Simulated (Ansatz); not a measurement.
Ansatz (a program for electronic structure) input for W(NH)(F)3(Cl) (ClF3HNW), SMILES [NH]=[W]([F])([F])([F])[Cl], multiplicity 1, CAM-B3LYP/def2-SVPD. The structure is a stationary point at B3LYP-D3(BJ)/def2-SVP. The multiplicity is an assumed one; no other spin state was optimised. The structure was generated by enumeration; whether it is a known compound was not checked. The def2 effective core potentials stand for the cores of W; spin–orbit coupling is left out.

Ansatz 0.2 input:
```yaml
crystal:
  periodic: [false, false, false]
  atoms:
    - {symbol: W, position_ang: [-0.17616964, 0.03794187, 0.00000000]}
    - {symbol: N, position_ang: [-0.45278076, 1.72930033, 0.00000003]}
    - {symbol: H, position_ang: [-0.61710736, 2.73140974, 0.00000003]}
    - {symbol: F, position_ang: [-0.14277772, -0.41378493, -1.81953561]}
    - {symbol: F, position_ang: [-1.86390788, -0.78752618, -0.00000001]}
    - {symbol: F, position_ang: [-0.14277773, -0.41378496, 1.81953560]}
    - {symbol: Cl, position_ang: [2.12754682, -0.18284388, -0.00000000]}
basis:
  gaussian:
    orbitals: def2-SVPD
hamiltonian:
  xc: {name: CAM-B3LYP}
```

It prints:

```
WARN ansatz: RAYON_NUM_THREADS=1 ignored (pool sized by the plan → 1); use --threads N
Functional definition: CAM-B3LYP
integrals: 0.13 GiB planned
1426 factors; their error is unknown
integrals: 0.16 GiB planned
466 factors; integrals over basis functions are off by at most 2.5e-5 eV
mean field: 1.11 GiB planned
mean field evaluation 1: about -23981.6711 eV, gradient 9.1e1 eV
mean field evaluation 2: about -23899.8308 eV, gradient 2.3e2 eV
mean field evaluation 4: about -23996.5048 eV, gradient 1.6e1 eV
mean field evaluation 8: about -23996.9856 eV, gradient 2.8e-1 eV
mean field evaluation 16: about -23997.1124 eV, gradient 5.4e-4 eV
mean field -23997.11240466 eV, -881.8776150443 hartree, gradient 3.9e-5 eV, S^2 0.000000; 0 other end points of the search recorded, 0 dependent functions left out
reference -23997.11254572 eV, -881.8776202280 hartree; 33, 33 occupied and 126, 126 virtual orbitals, 1426 factors
Total energy: -23997.11254572 eV, -881.8776202280 hartree
```

The run converged.
